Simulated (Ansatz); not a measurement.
C₂H₆OSn (`[CH3][SnH2][CH]=O`), relaxed with RKS PBE-D4/def2-SVP in Ansatz 0.2.0 from a rough embedded geometry. The force threshold is 0.03 eV/Å; the program also tests the step.

The species carries charge 0 and has multiplicity 1. Sn: def2 effective core potential.

Start:

```xyz
10

C     1.019    0.649    1.041
Sn    0.287   -0.471   -0.633
C    -1.807   -0.340   -0.637
O    -2.390    0.782   -0.628
H     2.184    0.548    1.022
H     0.794    1.704    0.943
H     0.676    0.228    1.995
H     0.903    0.198   -2.083
H     0.766   -2.104   -0.486
H    -2.433   -1.194   -0.534
```

Question: How much energy does the relaxation release, and in how many steps? (Estimate.)

Answer: The calculation gave: 0.41 eV, in 35 steps, 9 of them rejected.

Question: Which bonds change most? (Best estimate.)

Answer: The calculation gave: Sn2–C3 from 2.097 to 2.251 Å; C3–H10 from 1.064 to 1.138 Å; C1–H5 from 1.170 to 1.105 Å; C3–O4 from 1.265 to 1.212 Å.

Question: Give the relaxed structure. (Estimate.)

Answer: Ansatz gave: 
```xyz
10

C     1.052    0.687    1.007
Sn    0.374   -0.639   -0.565
C    -1.825   -0.168   -0.652
O    -2.262    0.744    0.016
H     1.921    1.287    0.678
H     0.196    1.355    1.227
H     1.317    0.114    1.915
H     1.109   -0.284   -2.099
H     0.637   -2.319   -0.209
H    -2.518   -0.777   -1.318
```
